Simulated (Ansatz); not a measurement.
Relaxation of a periodic cell of 19 atoms, AuC18 (surface graphene monolayer, adsorbate Au), to a largest force component of 0.08 eV/Å in at most 25 steps.

Computed with DFT r2SCAN, scalar-relativistic, plane waves, PAW (Ansatz). Settings: accuracy low, cutoff 500 eV, k mesh 2x2x1, fermi-dirac smearing 0.05 eV, spin collinear.

```xyz
19
Lattice="7.3980 0.0000 0.0000 -3.6990 6.4069 0.0000 0.0000 0.0000 13.0000" Properties=species:S:1:pos:R:3:forces:R:3
C 0.000 0.000 1.000 -0.37 1.00 -0.47
C 1.233 0.712 1.000 0.43 0.59 -0.46
C -1.233 2.136 1.000 0.07 0.01 0.04
C 0.000 2.847 1.000 0.00 0.03 0.04
C -2.466 4.271 1.000 0.72 -0.81 -0.48
C -1.233 4.983 1.000 0.60 0.02 -0.42
C 2.466 0.000 1.000 0.25 0.12 -0.26
C 3.699 0.712 1.000 0.00 0.03 0.01
C 1.233 2.136 1.000 -0.10 -0.11 -0.03
C 2.466 2.847 1.000 0.13 0.07 -0.02
C 0.000 4.271 1.000 -0.15 -0.06 -0.03
C 1.233 4.983 1.000 0.12 0.08 -0.03
C 4.932 0.000 1.000 -0.01 -0.04 -0.01
C 6.165 0.712 1.000 -0.18 0.13 -0.17
C 3.699 2.136 1.000 -0.05 -0.03 -0.01
C 4.932 2.847 1.000 0.01 -0.09 -0.12
C 2.466 4.271 1.000 -0.70 -0.41 -0.22
C 3.699 4.983 1.000 -0.43 -0.35 -0.07
Au -3.072 5.431 3.030 -0.34 -0.18 2.69
```

Where does it end, and by what steps?

It converged. The threshold is loose, so the end isn't yet a minimum. The force dipped under the threshold on the way, but the program's further checks kept it going. Limits of this set-up: coarse k mesh, slab without dipole correction, low accuracy level. After 5 steps the energy has fallen by 0.675 eV; Au19 moved furthest, 0.84 Å.

```
step  energy less start (eV)  largest force component (eV/Å)  accepted
   0                  0.0000                           2.690       yes
   1                 -0.4055                           1.126       yes
   2                 -0.5721                           0.320       yes
   3                 -0.6337                           0.260       yes
   4                 -0.6702                           0.079       yes
   5                 -0.6752                           0.072       yes
```

```xyz
19
Lattice="7.3980 0.0000 0.0000 -3.6990 6.4069 0.0000 0.0000 0.0000 13.0000" Properties=species:S:1:pos:R:3
C 0.032 0.040 1.009
C 1.266 0.740 0.964
C -1.199 2.161 0.946
C 0.033 2.873 0.950
C -2.420 4.288 1.011
C -1.197 5.007 0.965
C 2.499 0.025 0.967
C 3.732 0.737 0.962
C 1.265 2.161 0.948
C 2.497 2.871 0.965
C 0.033 4.295 0.948
C 1.263 5.007 0.965
C 4.964 0.025 0.966
C 6.197 0.740 0.963
C 3.732 2.160 0.966
C 4.967 2.870 0.964
C 2.485 4.289 1.010
C 3.732 5.008 1.144
Au -3.663 4.981 3.416
```

Run time: 69 s on 4 threads of AMD EPYC 9R14 (Zen 4), with other jobs on the host, peak memory 2 GiB.
